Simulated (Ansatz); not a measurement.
Molecule: BI₂ (charge +1, singlet). 
Geometry from a B3LYP-D3(BJ)/def2-TZVP (Ansatz, a program for electronic structure) optimisation:
```
B
I 1 1.9744
I 1 1.9744 2 180.00
```
Charge +1, spin multiplicity 1.

Basis-set convergence of Hartree-Fock and CCSD(T) correlation energies (hartree) with Ansatz. Cores are frozen in the correlated levels unless marked. No spin-orbit coupling. The frozen core is the preceding noble-gas configuration, with the filled d and f shells of earlier blocks. Past Kr the def2 sets carry scalar-relativistic core potentials.

| basis | functions | E(HF) | E(corr, CCSD(T)) | rough core time |
|---|---|---|---|---|
| def2-SVP | 66 | -617.70317 | -0.30258 | under 20 s |
| def2-TZVPP | 131 | -617.75464 | -0.40139 | under 20 s |
| def2-QZVPP | 221 | -617.75787 | -0.44084 | 40 s |

Extrapolating the two largest sets (X = 3 and 4) as X^-3: E(corr) = (64·(-0.44084) - 27·(-0.40139))/37 = -0.4696 Eh, an estimate of the basis-set limit. The largest set recovers 93.9 % of it, the smallest 64.4 %.
